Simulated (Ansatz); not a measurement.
Program: Ansatz. Geometries: PBE0-D4/def2-TZVP. ΔE: electronic, gas phase. CCSD(T)/CBS adds triple-zeta CCSD(T) − MP2 to the extrapolated MP2 energy (def2 sets, frozen cores). This one scheme is used for every species, atoms too. Functionals use def2-TZVPP. No spin–orbit coupling; open shells (•) take unrestricted orbitals. Spin–orbit coupling would lower the free atoms: a little for C, O, Si. For As outer-core shells are correlated without core-valence functions, so the limit isn't a true one: a few kJ/mol of doubt a bond, and 10 to 20 or more in all where bonds break to atoms. Scalar relativity is left out up to krypton.

`O=C([SiH3])[AsH2]` → As• + C• + 5 H• + O• + Si•  (atomization)

| level | ΔE (kcal/mol) | difference from CCSD(T)/CBS |
| --- | --- | --- |
| PBE-D4 | 699.5 | 15.7 |
| r2SCAN-D4 | 687.5 | 3.7 |
| PBE0-D4 | 680.1 | -3.7 |
| ωB97X-V | 691.2 | 7.4 |
| ωB97M-V | 684.9 | 1.1 |
| PBE | 694.6 | 10.8 |
| HF/def2-TZVPP | 463.7 | -220.1 |
| CCSD/def2-TZVPP | 650.8 | -33.0 |
| CCSD(T)/def2-TZVPP | 664.1 | -19.7 |
| HF/def2-QZVPP | 464.7 | -219.1 |
| CCSD(T)/CBS | 683.8 | 0 |

Largest T1 diagnostic among the species: 0.015.

In def2-TZVPP, CCSD(T) changes the Hartree–Fock value by +200.4 kcal/mol (the triples alone add +13.3 kcal/mol) and MP2 by +204.4 kcal/mol; breaking electron pairs costs correlation energy, which Hartree–Fock lacks. From PBE to PBE0 (25 % exact exchange), in def2-TZVPP and without D4, ΔE moves by −18.6 kcal/mol: exact exchange takes away binding that semilocal exchange gives to molecules. The D4 term adds +8.0 kcal/mol with B3LYP and +4.2 kcal/mol with PBE0; it sums over pairs of atoms, weighted by their polarisabilities, and B3LYP, whose exchange is more repulsive, gets the larger term.

B3LYP here is the variant with VWN-RPA as its local correlation; programs differ in this.

For atomizations the MP2-based limit and the directly extrapolated one differ by several kJ/mol either way, and by 10 to 25 for some Ge, Se and Sn compounds, so smaller differences from it don't rank the levels.
